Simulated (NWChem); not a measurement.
CaF cation; SMILES [F][Ca+]

Computed with NWChem. Each level has its own optimisation; frequencies are unscaled.

For level BLYP/def2-SVP:

| Item | Result |
|---|---|
| highest harmonic frequency (cm⁻¹) | 708 |

### Question
How do the values read with level BP86/def2-TZVP instead?

### Answer
The highest harmonic frequency (cm⁻¹) comes out as 684.
